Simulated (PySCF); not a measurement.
## Excitation energy of O²⁺ by level of theory

O²⁺ [He] 2s2 2p2 (3P) → O²⁺ [He] 2s1 2p2 3d1 (high-spin determinant), as a difference of total energies. Computed with PySCF 2.14 in aug-cc-pCVTZ-DK with one added diffuse shell each of s, p, d, f type (8s7p5d3f, 75 functions), with scalar relativity by spin-free X2C-1e. Correlated levels: valence: 1s2 frozen. The calculations carry no spin-orbit coupling.

```
           method  excitation energy (eV)
              UHF                  46.923
    MP2 (valence)                  48.531
SCS-MP2 (valence)                  48.978
   CCSD (valence)                  48.893
CCSD(T) (valence)                  48.882
```

**Question.** How much does correlation contribute at CCSD(T) (valence)?

**Answer.** 48.882 − (46.923) = 1.959 eV, measured against UHF.

A first-order spin-orbit estimate (lowest level to lowest level, LS coupling) adds 0.006 eV.

The promoted electron is Rydberg-like, and one or two diffuse shells describe it only roughly, which tends to raise the upper state.

The coupled-cluster amplitudes are large for the upper state (T1 above 0.03 or a double amplitude above 0.15), so a single reference is strained.

The determinant of the upper state mixes LS terms, which raises its energy above the lowest term, most at the Hartree-Fock and MP2 levels.
